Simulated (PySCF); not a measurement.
Molecule: H₃S₂, charge 1, multiplicity 1. It need not be the lowest isomer of its formula. SMILES: S[SH2+]
Coordinates optimised at B3LYP-D3(BJ)/def2-TZVP (Ansatz):
```
S
H 1 1.3566
H 1 1.3566 2 94.20
S 1 2.0776 2 101.00 3 -102.08
H 4 1.3496 1 91.36 2 -131.73
```
Charge +1, spin multiplicity 1.

Dispersion corrections to the total energy (kcal/mol) from the dftd3 and dftd4 libraries through PySCF: D3(BJ) without and D4 with the three-body term, each with the damping fitted for the functional named.

| functional | D3(BJ) | D4 |
|---|---|---|
| revPBE | ___ | -4.82 |
| CAM-B3LYP | ___ | -1.29 |
| HSE06 | -1.41 | -1.19 |
| B2GP-PLYP | -1.82 | -0.62 |
| B3LYP | -3.95 | -2.54 |
| BLYP | ___ | -3.49 |
| PBE | -2.12 | -1.54 |

Task: What belongs in the gaps?

Result: 
- revPBE, D3(BJ): -5.45
- CAM-B3LYP, D3(BJ): -1.71
- BLYP, D3(BJ): -4.80
